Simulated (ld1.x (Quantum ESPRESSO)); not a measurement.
## Which change was made? (La, ultrasoft)

| Quantity | Value |
| --- | --- |
| Element | lanthanum (La) |
| Generator | ld1.x (Quantum ESPRESSO) 7.5 |
| Type | ultrasoft |
| Functional | LDA (PZ) |
| Relativity | scalar-relativistic |
| Frozen core | [Kr] 4d10 |
| Valence charge | 11 |
| Reference configuration | 4f0 5s2 5p6 5d1 6s1 6p0 (charge +1) |
| Partial waves | 5s (bound): rcut 2.00, rcutus 2.65 bohr; 6s (bound): rcut 2.00, rcutus 2.65 bohr; 5p (bound): rcut 2.30, rcutus 2.85 bohr; 6p (bound, empty): rcut 2.30, rcutus 2.85 bohr; 5d (bound): rcut 3.30, rcutus 3.70 bohr; 5d channel at 2.1 Ry: rcut 3.30, rcutus 3.70 bohr; 4f (bound, empty): rcut 1.60, rcutus 1.85 bohr; 4f channel at 2.65 Ry: rcut 1.60, rcutus 1.85 bohr |
| Local potential | all-electron potential smoothed inside 2.35 bohr (lloc = -1) |
| Core correction | none |
| Augmentation charge | PSQ, radius 1.30 bohr |

Cutoffs, loose and tight: the cutoffs (Ry, on a coarse ladder) from which the occupation-weighted sum of valence levels, in a spherical-Bessel basis at the reference potential, stays within 10 and 1 mRy of its value at 400 Ry. They do not see the model core or the augmentation charge, which bear on the density cutoff. Test errors are all-electron minus pseudo excitation energies from the reference, over the configurations 4f0 5s2 5p6 5d1 6s2 6p0; 4f0 5s2 5p6 5d1 6s0 6p0; 4f0 5s2 5p6 5d0 6s0 6p0; 4f0 5s2 5p6 5d2 6s0 6p0; 4f0 5s2 5p6 5d0 6s2 6p1; 4f0 5s2 5p6 5d1.5 6s1.5 6p0; 4f1 5s2 5p6 5d0 6s1 6p0 (two spin-polarised tests are not counted in the largest error); variants that change the core or the reference have their own tests.

The base gives: outcome: generated, overlap not positive; bound ghosts: not determined (overlap not positive); largest test error (meV): +635.

**Question.** After one change the result is: outcome: failed: chargeps: negative rho. Which change was it?
A. core [Kr], valence charge 21; reference 4d10 4f0 5s2 5p6 5d1 6s0 6p0; waves now 5s (bound): rcut 2.60, rcutus 3.15 bohr; 6s (bound): rcut 2.60, rcutus 3.15 bohr; 5p (bound): rcut 2.35, rcutus 2.90 bohr; 6p (bound): rcut 2.35, rcutus 2.90 bohr; 4d (bound): rcut 1.00, rcutus 1.10 bohr; 5d (bound): rcut 1.00, rcutus 1.10 bohr; 4f (bound): rcut 1.20, rcutus 1.30 bohr; 4f channel at 2.65 Ry: rcut 1.20, rcutus 1.30 bohr; local potential all-electron potential smoothed inside 2.65 bohr (lloc = -1); core correction a·sin(br)/r model core inside 0.75 bohr; augmentation PSQ, radius 0.80 bohr
B. local potential all-electron potential smoothed inside 3.00 bohr (lloc = -2)
C. all radii scaled by about 1.40 (s 3.70, p 3.98, d 5.16, f 2.58 bohr, rcut 2.78/3.20/4.60/2.24); local potential all-electron potential smoothed inside 3.28 bohr (lloc = -1); augmentation PSQ, radius 1.82 bohr

**Answer.** A. The others give: all radii scaled by about 1.40 (s 3.70, p 3.98, d 5.16, f 2.58 bohr, rcut 2.78/3.20/4.60/2.24); local potential all-electron potential smoothed inside 3.28 bohr (lloc = -1); augmentation PSQ, radius 1.82 bohr → outcome: failed: compute_chi: n is too large | local potential all-electron potential smoothed inside 3.00 bohr (lloc = -2) → outcome: generated; cutoff, loose: 10 Ry; cutoff, tight: 18 Ry; bound ghosts: none; largest test error (meV): +521. A file whose overlap is not positive is unfit for use, and its test errors describe a broken file.
